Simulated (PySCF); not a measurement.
Isomers of C2H9NSi2.

All values: PBE0/6-311+G(2d,p) (PySCF) at PBE0-D3(BJ)/def2-SVP geometries, gas phase, one conformer each.

Question: Rank by the highest IAO charge on any atom, highest value first.
A. `[CH2:1]=[N:2][SiH2:3][SiH2:4][CH3:5]` with C1–N2–Si3–Si4 -114°, N2–Si3–Si4–C5 -51°
B. `[CH2:1]=[N:2][SiH2:3][CH2:4][SiH3:5]` with C1–N2–Si3–C4 124°, N2–Si3–C4–Si5 40°
C. `[SiH3:1][CH2:2]/[CH:3]=[N:4]\[SiH3:5]` with Si1–C2–C3–N4 91°

Answer: B (+0.897 e), C (+0.723 e), A (+0.585 e).

Question: Rank by LUMO energy, lowest first.
A. `[CH2:1]1[NH:2][SiH2:3][CH2:4][SiH2:5]1` with Si5–C1–N2–Si3 -25°, C1–N2–Si3–C4 31°, N2–Si3–C4–Si5 -21°, Si3–C4–Si5–C1 10°
B. `[CH2:1]=[N:2][SiH2:3][CH2:4][SiH3:5]` with C1–N2–Si3–C4 124°, N2–Si3–C4–Si5 40°
C. `[SiH3:1][CH2:2]/[CH:3]=[N:4]\[SiH3:5]` with Si1–C2–C3–N4 91°

Answer: B (-1.05 eV), C (-0.93 eV), A (-0.12 eV).

All values together:

```tsv
SMILES	μ (D)	HOMO (eV)	LUMO (eV)	lowest IAO charge (e)	highest IAO charge (e)	lowest Hirshfeld charge (e)	highest Hirshfeld charge (e)
C1N[SiH2]C[SiH2]1	0.60	-6.68	-0.12	-0.855 (C)	+0.891 (Si)	-0.254 (N/C)	+0.356 (Si)
[SiH3]C/C=N\[SiH3]	2.19	-6.97	-0.93	-0.583 (C)	+0.723 (Si)	-0.264 (N)	+0.337 (Si)
C=N[SiH2][SiH2]C	0.83	-7.16	-1.05	-0.713 (C)	+0.585 (Si)	-0.246 (N)	+0.269 (Si)
C=N[SiH2]C[SiH3]	1.79	-7.17	-1.05	-0.854 (C)	+0.897 (Si)	-0.251 (C)	+0.364 (Si)
```

Conformers: `[CH2:1]1[NH:2][SiH2:3][CH2:4][SiH2:5]1` with Si5–C1–N2–Si3 -25°, C1–N2–Si3–C4 31°, N2–Si3–C4–Si5 -21°, Si3–C4–Si5–C1 10°; `[SiH3:1][CH2:2]/[CH:3]=[N:4]\[SiH3:5]` with Si1–C2–C3–N4 91°; `[CH2:1]=[N:2][SiH2:3][SiH2:4][CH3:5]` with C1–N2–Si3–Si4 -114°, N2–Si3–Si4–C5 -51°; `[CH2:1]=[N:2][SiH2:3][CH2:4][SiH3:5]` with C1–N2–Si3–C4 124°, N2–Si3–C4–Si5 40°.
